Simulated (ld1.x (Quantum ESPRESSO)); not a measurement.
# Configuration tests for O (RRKJ)

* Element: oxygen
* Generator: ld1.x (Quantum ESPRESSO) 7.5
* Type: norm-conserving RRKJ (Kleinman–Bylander form)
* Functional: PBE
* Relativity: scalar-relativistic
* Frozen core: [He]
* Valence charge: 6
* Reference configuration: 2s2 2p4
* Partial waves: 2s (bound): rc 0.70 bohr; 3d channel at 0.45 Ry: rc 1.00 bohr; 2p (bound): rc 1.00 bohr
* Local potential: the p channel
* Core correction: Bessel-smoothed model core, default radius (core density twice the valence density)

Energies are relative to the spin-unpolarised reference configuration 2s2 2p4; without spin polarisation the order of configurations can differ from experiment.

| valence configuration | charge | ΔE all-electron (eV) | error AE − PS (meV) |
| --- | --- | --- | --- |
| 2s2 2p3 | +1 | 16.431 | -1.5 |
| 2s2 2p2 | +2 | 50.017 | +9.8 |
| 2s2 2p1 | +3 | 103.886 | +96 |
| 2s0 2p6 | 0 | 29.937 | +21 |
| 2s2 2p4.3 | -0.3 | -2.123 | +0.1 |

Problem. What are ΔE and the potential's error for 2s1 2p4?

Solution. ΔE = 31.659 eV all-electron; the error (AE − PS) is -1.0 meV.

Problem. What are ΔE and the potential's error for 2s2 2p3.5?

Solution. ΔE = 6.286 eV all-electron; the error (AE − PS) is -0.7 meV.
